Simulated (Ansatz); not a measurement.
Reaction (redistribution): `[CH3][SnH2][N]=C=O` + `O[SiH3]` → `[CH3][SnH3]` + `O=C=N[SiH2]O`

Gas-phase electronic energies from Ansatz, PBE0-D4/def2-TZVP geometries. CCSD(T)/CBS adds triple-zeta CCSD(T) − MP2 to the extrapolated MP2 energy (def2 sets, frozen cores). Functionals use def2-TZVPP. B3LYP here is the variant with VWN-RPA as its local correlation; programs differ in this. HSE06 is defined as in plane-wave codes. Elements past krypton have def2 core potentials. For Sn outer-core shells are correlated without core-valence functions, which leaves a few kJ/mol of doubt a bond. One conformer a species, not always the lowest.

| level | ΔE (kcal/mol) | difference from CCSD(T)/CBS |
| --- | --- | --- |
| PBE-D4 | -12.7 | -1.7 |
| revPBE-D4 | -12.3 | -1.3 |
| r2SCAN-D4 | -13.3 | -2.3 |
| PBE0-D4 | -13.1 | -2.1 |
| B3LYP-D4 | -12.9 | -1.9 |
| r2SCANh-D4 | -13.4 | -2.4 |
| HSE06-D4 | -13.1 | -2.1 |
| BHLYP-D4 | -13.0 | -2.0 |
| ωB97M-V | -12.9 | -1.9 |
| PBE | -12.8 | -1.8 |
| PBE0 | -13.2 | -2.2 |
| BHLYP | -13.3 | -2.3 |
| CAM-B3LYP | -13.4 | -2.4 |
| MP2/def2-SVP | -11.8 | -0.8 |
| HF/def2-QZVPP | -12.0 | -1.0 |
| MP2/def2-QZVPP | -11.1 | -0.1 |
| CCSD(T)/CBS | -11.0 | 0 |

Largest T1 diagnostic among the species: 0.015.

From BLYP to BHLYP (50 % exact exchange), in def2-TZVPP and without D4, ΔE moves by −0.9 kcal/mol. At CCSD(T), def2-SVP lies −0.9 kcal/mol from the extrapolated value and def2-TZVPP −0.5 kcal/mol.
